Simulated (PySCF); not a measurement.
## Vibration and rotation of ZnSi⁺

PBE constants of ZnSi⁺, ²Π (doublet), unpaired electrons π ↑ (PySCF, spin-free X2C with a Gaussian nucleus, basis sets Zn x2c-SVPall, Si x2c-SVPall; masses 63.9291 and 27.9769 u):

| Quantity | Value |
| --- | --- |
| ωe | 235.3 cm⁻¹ |
| ωexe | 1.33 cm⁻¹ |
| Be | 0.13576 cm⁻¹ |
| αe | 0.00108 cm⁻¹ |
| De to Zn + Si⁺ | 1.82 eV |

Question: What force constant and bond length do these constants imply?

Answer: Reduced mass μred = 19.461 u; k = 5.8918×10⁻⁷·μred·ωe² (u, cm⁻¹, mdyn/Å) = 0.635 mdyn/Å; Re = √(16.8576/(μred·Be)) (u, cm⁻¹, Å) = 2.526 Å.

Question: Estimate the centrifugal constant D from the Kratzer relation and find the Dunham coefficient a1.

Answer: D = 4Be³/ωe² = 1.81e-07 cm⁻¹; a1 = −1 − αeωe/(6Be²) = -3.30.

For an ion De counts to the pair picked by the measured ionisation energies or electron affinities, which need not be the lowest pair at this level. The state was picked by a PBE0 search and need not be the measured ground state.
